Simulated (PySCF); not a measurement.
## Substituent effects on chemical shifts

Parent skeleton `[CH3:1][CH:2]([SiH3:3])[CH:4]([CH3:5])[CH:6]=[O:7]`; one hydrogen on atom 4 is replaced by X. Hydrogens on one atom are averaged.

Computed data (PySCF 2.14.0 with density-fitted response routines): structure optimised with GFN2-xTB, NMR shieldings at PBE0/pcSseg-1/GIAO. Isolated molecule, one computed conformer, relativity neglected, fast rotation and ring inversion assumed for equivalent nuclei.

Scale: TMS for ¹³C and ²⁹Si and ¹H; ¹⁷O vs H2O (reference shieldings calculated alike).

Parent (X = H): C1 16.2, C2 17.3, Si3 -60.6, C4 53.7, C5 15.2, C6 209.8, O7 690.2, H(C1) 1.07, H(C2) 0.96 ppm. Effects are Δδ = δ(X) − δ(H), positive for deshielding.

**Question.** Give Δδ (ppm) for X = CN, SSiH3, propynyl, CHF2, CONH2, C2H5, F, CH2CN, CH2SiH3.

**Answer.** 
```
       X                              SMILES    C1    C2    Si3     C4     C5     C6      O7  H(C1)  H(C2)
      CN     C[C@@H]([SiH3])[C@@](C)(C#N)C=O  -1.1  +3.2   -3.3   -4.1   +1.7   -8.2    +0.3  +0.34  +0.85
   SSiH3  C[C@@H]([SiH3])[C@](C)(C=O)S[SiH3]  -1.6  +3.9   -2.9  +13.7   +4.2  -24.8  -137.5  +0.34  +0.44
propynyl     CC#C[C@@](C)(C=O)[C@H](C)[SiH3]  +2.3  +9.1   -9.3   -3.1  +11.2   +4.5   -52.5  +0.15  -0.04
    CHF2   C[C@@H]([SiH3])[C@@](C)(C=O)C(F)F  -0.9  +9.8   -4.4   +2.6   -5.7  +10.3   +20.4  +0.04  +0.88
   CONH2  C[C@@H]([SiH3])[C@@](C)(C=O)C(N)=O  -2.5  +6.4  -10.0   +8.4  +12.2   +7.3    -5.8  +0.19  +0.24
    C2H5       CC[C@@](C)(C=O)[C@H](C)[SiH3]  -0.5  +5.6   -9.3   -2.0   +7.5  +11.0   -48.7  -0.13  -0.08
       F       C[C@@H]([SiH3])[C@@](C)(F)C=O  -1.9  +7.2   -5.0  +51.5   +3.0   +6.3   -34.2  +0.19  +0.60
   CH2CN     C[C@@H]([SiH3])[C@](C)(C=O)CC#N  -0.8  +1.0   -6.8   +0.1   +1.9   +3.8   -35.0  -0.01  +0.62
 CH2SiH3  C[C@@H]([SiH3])[C@](C)(C=O)C[SiH3]  -0.8  +4.2   -8.1   -1.6   +6.0   +7.5   -47.2  +0.03  -0.10
```

**Question.** Which position responds most, and to which substituents?

**Answer.** O7: from -137.5 ppm with SSiH3 to +20.4 ppm with CHF2.

Unscaled 17O shifts of doubly bonded oxygen tend to come out too high, by tens of ppm or more. Experimental scales use liquid or dissolved standards, which lie at an offset from isolated H2O (liquid H2O: subtract about 36 ppm).
